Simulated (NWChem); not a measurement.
# BeHOI; SMILES [OH][Be][I]

```xyz
4

Be     0.0048     1.5485     0.0000
I      0.0022    -0.6346     0.0000
O      0.0357     2.9551     0.0000
H     -0.4237     3.7991     0.0000
```
Atoms are numbered in this order, from 1.

All runs: NWChem. The geometry was optimised at PBE-D3(BJ)/def2-SVP. def2 effective core potentials on I; no spin-orbit coupling.

Task: Taking PBE/def2-QZVP as the yardstick, which of these has the fewest basis functions while keeping “dipole (D)” within 0.05 D of it: PBE/def2-SVP; PBE/def2-SVPD; PBE/def2-TZVPP; PBE/def2-TZVP?

Result: PBE/def2-SVPD (a larger set in the list lies outside the tolerance).
```json
[
 {"level": "PBE/def2-SVP", "basis functions": "54", "dipole (D)": "2.25", "relative time (rough)": "1"},
 {"level": "PBE/def2-SVPD", "basis functions": "78", "dipole (D)": "1.85", "relative time (rough)": "1"},
 {"level": "PBE/def2-TZVP", "basis functions": "106", "dipole (D)": "2.01", "relative time (rough)": "3"},
 {"level": "PBE/def2-TZVPP", "basis functions": "114", "dipole (D)": "1.96", "relative time (rough)": "3"},
 {"level": "PBE/def2-QZVP", "basis functions": "205", "dipole (D)": "1.87", "relative time (rough)": "10"}
]
```

The yardstick is one finite set, not the basis-set limit.
